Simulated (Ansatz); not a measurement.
`[OH][InH][F]` + `FC(F)C(F)(F)F` → `[OH][In]([F])[F]` + `FCC(F)(F)F`  (formal exchange of groups at the In–H bond)

Program: Ansatz. Geometries: PBE0-D4/def2-TZVP. ΔE: electronic, gas phase. CCSD(T)/CBS is the MP2 limit (def2-TZVPP, def2-QZVPP) plus CCSD(T) − MP2 in def2-TZVPP, frozen cores. Functionals use def2-TZVPP. def2 core potentials past Kr. For In outer-core shells are correlated without core-valence functions, which leaves a few kJ/mol of doubt a bond. Each species was taken in one conformer, which may not be the lowest.

Is it downhill or uphill in electronic energy at CCSD(T)/CBS, and by how much? (An estimate is asked.)

Computed: Downhill: ΔE = -24.3 kcal/mol.

What do these levels give: PBE0, HF/def2-TZVPP, CCSD/def2-TZVPP, CCSD(T)/def2-TZVPP, MP2/def2-QZVPP, CCSD/CBS(def2)? (Estimate.)

Computed: PBE0 -20.8, HF/def2-TZVPP -22.4, CCSD/def2-TZVPP -22.0, CCSD(T)/def2-TZVPP -22.1, MP2/def2-QZVPP -25.6, CCSD/CBS(def2) -24.1 kcal/mol.

Largest T1 diagnostic among the species: 0.018.
